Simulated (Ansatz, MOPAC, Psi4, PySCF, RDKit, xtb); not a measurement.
Complex: N2 (SMILES N#N) (first 2 atoms) with PH3 (SMILES P); geometry from B3LYP-D3(BJ)/def2-TZVP, rigid monomers moved along the line of their centres of mass till N2···H6 is 3.77 Å.
(charge 0, multiplicity 1):
```xyz
6

N     -0.474     0.529    -0.259
N      0.544     0.139    -0.295
P      0.201    -0.286     4.217
H     -0.785    -0.903     3.405
H     -0.005     0.993     3.639
H      1.256    -0.610     3.326
```

```json
[
 {"level": "UFF", "interaction energy (kcal/mol)": "-0.35", "minus CCSD(T)/CBS(aug-cc-pV(D+d)Z, aug-cc-pV(T+d)Z)": "0.00", "cost": "-"},
 {"level": "GFN-FF", "interaction energy (kcal/mol)": "-0.34", "minus CCSD(T)/CBS(aug-cc-pV(D+d)Z, aug-cc-pV(T+d)Z)": "0.01", "cost": "-"},
 {"level": "AM1", "interaction energy (kcal/mol)": "0.41", "minus CCSD(T)/CBS(aug-cc-pV(D+d)Z, aug-cc-pV(T+d)Z)": "0.75", "cost": "-"},
 {"level": "PM3", "interaction energy (kcal/mol)": "0.73", "minus CCSD(T)/CBS(aug-cc-pV(D+d)Z, aug-cc-pV(T+d)Z)": "1.07", "cost": "-"},
 {"level": "PM6", "interaction energy (kcal/mol)": "0.14", "minus CCSD(T)/CBS(aug-cc-pV(D+d)Z, aug-cc-pV(T+d)Z)": "0.48", "cost": "-"},
 {"level": "PM7", "interaction energy (kcal/mol)": "-0.34", "minus CCSD(T)/CBS(aug-cc-pV(D+d)Z, aug-cc-pV(T+d)Z)": "0.00", "cost": "-"},
 {"level": "GFN1-xTB", "interaction energy (kcal/mol)": "-0.35", "minus CCSD(T)/CBS(aug-cc-pV(D+d)Z, aug-cc-pV(T+d)Z)": "-0.01", "cost": "-"},
 {"level": "GFN2-xTB", "interaction energy (kcal/mol)": "-0.40", "minus CCSD(T)/CBS(aug-cc-pV(D+d)Z, aug-cc-pV(T+d)Z)": "-0.05", "cost": "-"},
 {"level": "HF/STO-3G (no counterpoise)", "interaction energy (kcal/mol)": "0.06", "minus CCSD(T)/CBS(aug-cc-pV(D+d)Z, aug-cc-pV(T+d)Z)": "0.40", "cost": "-"},
 {"level": "HF/6-31G* (no counterpoise)", "interaction energy (kcal/mol)": "-0.03", "minus CCSD(T)/CBS(aug-cc-pV(D+d)Z, aug-cc-pV(T+d)Z)": "0.32", "cost": "-"},
 {"level": "HF/aug-cc-pV(D+d)Z", "interaction energy (kcal/mol)": "0.11", "minus CCSD(T)/CBS(aug-cc-pV(D+d)Z, aug-cc-pV(T+d)Z)": "0.45", "cost": "-"},
 {"level": "HF/aug-cc-pV(T+d)Z", "interaction energy (kcal/mol)": "0.10", "minus CCSD(T)/CBS(aug-cc-pV(D+d)Z, aug-cc-pV(T+d)Z)": "0.45", "cost": "-"},
 {"level": "PBE-D3(BJ)/def2-TZVPPD", "interaction energy (kcal/mol)": "-0.51", "minus CCSD(T)/CBS(aug-cc-pV(D+d)Z, aug-cc-pV(T+d)Z)": "-0.17", "cost": "×1"},
 {"level": "PBE-D4/def2-TZVPPD", "interaction energy (kcal/mol)": "-0.38", "minus CCSD(T)/CBS(aug-cc-pV(D+d)Z, aug-cc-pV(T+d)Z)": "-0.03", "cost": "×1"},
 {"level": "BP86/6-31G* (no counterpoise)", "interaction energy (kcal/mol)": "0.22", "minus CCSD(T)/CBS(aug-cc-pV(D+d)Z, aug-cc-pV(T+d)Z)": "0.56", "cost": "-"},
 {"level": "r2SCAN/def2-TZVPPD", "interaction energy (kcal/mol)": "-0.19", "minus CCSD(T)/CBS(aug-cc-pV(D+d)Z, aug-cc-pV(T+d)Z)": "0.15", "cost": "×2"},
 {"level": "r2SCAN-D3(BJ)/def2-TZVPPD", "interaction energy (kcal/mol)": "-0.41", "minus CCSD(T)/CBS(aug-cc-pV(D+d)Z, aug-cc-pV(T+d)Z)": "-0.06", "cost": "×2"},
 {"level": "r2SCAN-D4/def2-TZVPPD", "interaction energy (kcal/mol)": "-0.34", "minus CCSD(T)/CBS(aug-cc-pV(D+d)Z, aug-cc-pV(T+d)Z)": "0.00", "cost": "×2"},
 {"level": "B3LYP/3-21G (no counterpoise)", "interaction energy (kcal/mol)": "0.04", "minus CCSD(T)/CBS(aug-cc-pV(D+d)Z, aug-cc-pV(T+d)Z)": "0.39", "cost": "-"},
 {"level": "B3LYP/6-31G*", "interaction energy (kcal/mol)": "0.17", "minus CCSD(T)/CBS(aug-cc-pV(D+d)Z, aug-cc-pV(T+d)Z)": "0.52", "cost": "-"},
 {"level": "B3LYP/6-31G* (no counterpoise)", "interaction energy (kcal/mol)": "0.00", "minus CCSD(T)/CBS(aug-cc-pV(D+d)Z, aug-cc-pV(T+d)Z)": "0.35", "cost": "-"},
 {"level": "B3LYP/def2-TZVPPD", "interaction energy (kcal/mol)": "0.17", "minus CCSD(T)/CBS(aug-cc-pV(D+d)Z, aug-cc-pV(T+d)Z)": "0.52", "cost": "×1"},
 {"level": "B3LYP-D3(BJ)/def2-TZVPPD", "interaction energy (kcal/mol)": "-0.32", "minus CCSD(T)/CBS(aug-cc-pV(D+d)Z, aug-cc-pV(T+d)Z)": "0.02", "cost": "×1"},
 {"level": "PBE0/def2-TZVPPD", "interaction energy (kcal/mol)": "-0.11", "minus CCSD(T)/CBS(aug-cc-pV(D+d)Z, aug-cc-pV(T+d)Z)": "0.24", "cost": "×1"},
 {"level": "PBE0-D4/def2-TZVPPD", "interaction energy (kcal/mol)": "-0.35", "minus CCSD(T)/CBS(aug-cc-pV(D+d)Z, aug-cc-pV(T+d)Z)": "0.00", "cost": "×1"},
 {"level": "M06-2X/6-31G* (no counterpoise)", "interaction energy (kcal/mol)": "-0.41", "minus CCSD(T)/CBS(aug-cc-pV(D+d)Z, aug-cc-pV(T+d)Z)": "-0.07", "cost": "-"},
 {"level": "wB97X-V/def2-TZVPPD", "interaction energy (kcal/mol)": "-0.36", "minus CCSD(T)/CBS(aug-cc-pV(D+d)Z, aug-cc-pV(T+d)Z)": "-0.01", "cost": "×3"},
 {"level": "wB97M-V/def2-TZVPPD", "interaction energy (kcal/mol)": "-0.33", "minus CCSD(T)/CBS(aug-cc-pV(D+d)Z, aug-cc-pV(T+d)Z)": "0.02", "cost": "×4"},
 {"level": "MP2/6-31G*", "interaction energy (kcal/mol)": "-0.08", "minus CCSD(T)/CBS(aug-cc-pV(D+d)Z, aug-cc-pV(T+d)Z)": "0.26", "cost": "-"},
 {"level": "MP2/6-31G* (no counterpoise)", "interaction energy (kcal/mol)": "-0.25", "minus CCSD(T)/CBS(aug-cc-pV(D+d)Z, aug-cc-pV(T+d)Z)": "0.09", "cost": "-"},
 {"level": "MP2/aug-cc-pV(D+d)Z", "interaction energy (kcal/mol)": "-0.31", "minus CCSD(T)/CBS(aug-cc-pV(D+d)Z, aug-cc-pV(T+d)Z)": "0.03", "cost": "-"},
 {"level": "MP2/aug-cc-pV(T+d)Z", "interaction energy (kcal/mol)": "-0.36", "minus CCSD(T)/CBS(aug-cc-pV(D+d)Z, aug-cc-pV(T+d)Z)": "-0.02", "cost": "-"},
 {"level": "MP2/CBS(aug-cc-pV(D+d)Z, aug-cc-pV(T+d)Z)", "interaction energy (kcal/mol)": "-0.38", "minus CCSD(T)/CBS(aug-cc-pV(D+d)Z, aug-cc-pV(T+d)Z)": "-0.04", "cost": "-"},
 {"level": "SCS-MP2/aug-cc-pV(D+d)Z", "interaction energy (kcal/mol)": "-0.22", "minus CCSD(T)/CBS(aug-cc-pV(D+d)Z, aug-cc-pV(T+d)Z)": "0.12", "cost": "-"},
 {"level": "SCS-MP2/aug-cc-pV(T+d)Z", "interaction energy (kcal/mol)": "-0.26", "minus CCSD(T)/CBS(aug-cc-pV(D+d)Z, aug-cc-pV(T+d)Z)": "0.08", "cost": "-"},
 {"level": "CCSD/aug-cc-pV(D+d)Z", "interaction energy (kcal/mol)": "-0.22", "minus CCSD(T)/CBS(aug-cc-pV(D+d)Z, aug-cc-pV(T+d)Z)": "0.13", "cost": "-"},
 {"level": "CCSD/aug-cc-pV(T+d)Z", "interaction energy (kcal/mol)": "-0.25", "minus CCSD(T)/CBS(aug-cc-pV(D+d)Z, aug-cc-pV(T+d)Z)": "0.09", "cost": "-"},
 {"level": "CCSD(T)/aug-cc-pV(D+d)Z", "interaction energy (kcal/mol)": "-0.28", "minus CCSD(T)/CBS(aug-cc-pV(D+d)Z, aug-cc-pV(T+d)Z)": "0.07", "cost": "×4"},
 {"level": "CCSD(T)/CBS(aug-cc-pV(D+d)Z, aug-cc-pV(T+d)Z)", "interaction energy (kcal/mol)": "-0.34", "minus CCSD(T)/CBS(aug-cc-pV(D+d)Z, aug-cc-pV(T+d)Z)": "0.00", "cost": "×200*"},
 {"level": "SAPT0/jun-cc-pV(D+d)Z", "interaction energy (kcal/mol)": "-0.16", "minus CCSD(T)/CBS(aug-cc-pV(D+d)Z, aug-cc-pV(T+d)Z)": "0.18", "cost": "-"}
]
```

 The comparison column counts from a level with limits of its own.

The rows run from -0.51 (PBE-D3(BJ)/def2-TZVPPD) to 0.73 kcal/mol (PM3). From aug-cc-pV(D+d)Z to aug-cc-pV(T+d)Z MP2 changes by -0.05. The dispersion term adds -0.21 in r2SCAN-D3(BJ), -0.15 in r2SCAN-D4, -0.50 in B3LYP-D3(BJ). The 5 functionals in def2-TZVPPD without D3 or D4 span 0.53, from wB97X-V to B3LYP.

Counterpoise-corrected where a basis set is named; no monomer relaxation. Rows marked so take none. RDKit's UFF carries no charges.

Frozen-core correlation. CBS(a, b) extrapolates the correlation energy as X⁻³ and adds the Hartree–Fock energy of set b. Rows in 3-21G, 6-31G*, STO-3G carry no dispersion term and start afresh at each structure (6-31G* with six Cartesian d functions). MP2/6-31G* freezes PySCF's default core. The state reached by AM1, PM3, PM6, PM7 isn't checked; PM7 holds dispersion and hydrogen-bond terms.

The values were computed with Ansatz (a quantum-chemistry and plane-wave program); MOPAC for AM1, PM3, PM6, PM7 (differences of heats of formation); Psi4 for SAPT; PySCF for 3-21G rows, 6-31G* rows, STO-3G rows, the dispersion terms; RDKit for the force fields; xtb for the GFN methods. 

Costs are rough ratios of core time to PBE/def2-TZVPPD (about 2.5 s over the structures, on one shared machine); a dash marks a level with no comparable run of its own. A star marks coupled-cluster runs past 200 virtual orbitals, where the program's memory plan changes under this machine's limit, so their costs aren't comparable with smaller runs.
